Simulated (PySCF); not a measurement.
Cl₃Y, SMILES [Cl][Y-]([Cl])[Cl] (connectivity only; charge and spin as stated), charge -1, multiplicity 2.

Geometry: B3LYP-D3(BJ)/def2-SVPD. The spin state was assumed, not searched. The def2 effective core potentials stand for the cores of Y; spin–orbit coupling is left out.

Computed with CAM-B3LYP/def2-TZVPD run with PySCF.

```json
{
 "total_energy": "-1419.30568 hartree",
 "point_group": "D3h",
 "α spin, highest occupied and lowest empty level": "-1.16 and 3.60 eV",
 "β spin, highest occupied and lowest empty level": "-5.96 and 2.89 eV",
 "dipole_moment_about_the_centre_of_nuclear_charge": "0.00 D",
 "mean_static_polarisability": "135.8 bohr³ (20.12 Å³)",
 "polarisability_principal_values": "116.5, 116.5, 174.3 bohr³",
 "⟨S²⟩": "0.751 (pure state 0.75)"
}
```
